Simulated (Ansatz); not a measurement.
`C[O][GeH]([F])[Cl]` + CH₃SH → `C[O][GeH]([Cl])[S]C` + H–F  (ligand exchange at a Ge–F bond)

Computed with Ansatz on PBE0-D4/def2-TZVP structures; ΔE is electronic, products minus reactants. CCSD(T)/CBS is the MP2 limit (def2-TZVPP, def2-QZVPP) plus CCSD(T) − MP2 in def2-TZVPP, frozen cores. This one scheme is used for every species. DFT in def2-TZVPP. For Ge outer-core shells are correlated without core-valence functions, which leaves a few kJ/mol of doubt a bond. Scalar relativity is left out up to krypton. One conformer a species, not always the lowest.

CCSD(T)/CBS gives +1.6 kJ/mol.

Another level gave +9.4 kJ/mol. Which?
A. PBE/def2-TZVPP
B. PBE-D4/def2-TZVPP
C. ωB97X-V/def2-TZVPP
D. HF/def2-TZVPP

A. PBE 9.4, PBE-D4 -0.5, ωB97X-V 15.2, HF/def2-TZVPP 38.4 kJ/mol.

Largest T1 diagnostic among the species: 0.012.

The D4 term adds −15.8 kJ/mol with B3LYP and −9.0 kJ/mol with PBE0; it sums over pairs of atoms, weighted by their polarisabilities, and B3LYP, whose exchange is more repulsive, gets the larger term. In def2-TZVPP, CCSD(T) changes the Hartree–Fock value by −30.9 kJ/mol (the triples alone add −5.1 kJ/mol) and MP2 by −38.9 kJ/mol.

B3LYP here is the variant with VWN-RPA as its local correlation; programs differ in this.
